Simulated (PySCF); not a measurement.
Q: Give a PBE0-D3(BJ)/def2-TZVP geometry of `Brc1cccnc1` (3-bromopyridine).

A: 
```xyz
11
C5H4BrN angstrom
Br     2.9235    0.9486    0.1097
C      1.1582    0.2916    0.0754
C      0.1255    1.0723   -0.4119
C     -1.1489    0.5305   -0.4092
C     -1.3261   -0.7559    0.0767
N     -0.3315   -1.5023    0.5438
C      0.8900   -0.9879    0.5434
H      0.3147    2.0723   -0.7812
H     -1.9925    1.0997   -0.7801
H     -2.3133   -1.2078    0.0919
H      1.6922   -1.6098    0.9280
```

Orientation and origin are arbitrary. Atoms count from 1 in this order. N6 (pyridine-type nitrogen) is bent (angle 118.2°). The 7 heavy atoms lie in one plane (0.000 Å rms). The 6-membered ring C2–C3–C4–C5–N6–C7 has internal angles of 117.7° to 123.3°; it is planar, 0.00 Å rms from its mean plane, widest ring torsion 0°.

Bonds between heavy atoms (Å): Br1–C2 1.884, C2–C3 1.383, C3–C4 1.385, C4–C5 1.386, C5–N6 1.328, N6–C7 1.325, C2–C7 1.389.

Computed with PySCF 2.14.0, PBE0-D3(BJ)/def2-TZVP geometry optimisation, gas phase.

Point group: Cs (tolerance 0.08 Å). No PBE0-D3(BJ)/def2-TZVP frequencies stand behind this structure, so it isn't proved a minimum.

On Arm Neoverse V1, one thread (shared host), this took 4.4 min wall and 1.3 GiB of memory at its peak. This is the geometry optimisation.
